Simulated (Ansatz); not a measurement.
Cartesian coordinates in Å:
```
F 0.870 1.755 -0.982
B 0.100 1.247 -0.018
S 0.224 1.941 1.648
C -0.839 0.057 -0.324
Ge 0.150 -1.648 -0.201
H 1.186 2.835 1.361
H -1.225 0.115 -1.345
H -1.675 -0.021 0.372
H 1.387 -1.604 -1.112
H 0.592 -1.883 1.251
H -0.772 -2.795 -0.649
```

Total charge 0; spin multiplicity 1.

Question: List the ωB97M-V/def2-TZVPP orbital energies in eV (Ansatz 0.2.0). (An estimate is asked.)

Answer: Computed: Occupied: -10866.53, -2426.89, -1362.38, -1210.11, -1210.10, -1210.10, -677.83, -281.26, -220.92, -189.71, -174.16, -164.02, -163.92, -163.87, -123.40, -123.39, -123.39, -36.67, -36.21, -36.21, -36.20, -36.13, -36.13, -23.75, -22.60, -18.18, -17.81, -15.92, -15.72, -15.45, -13.95, -13.12, -11.99, -11.76, -11.60, -11.13, -10.09. Lowest empty: 1.58, 1.87, 2.62, 3.02, 3.29, 3.45, 3.68, 3.94.
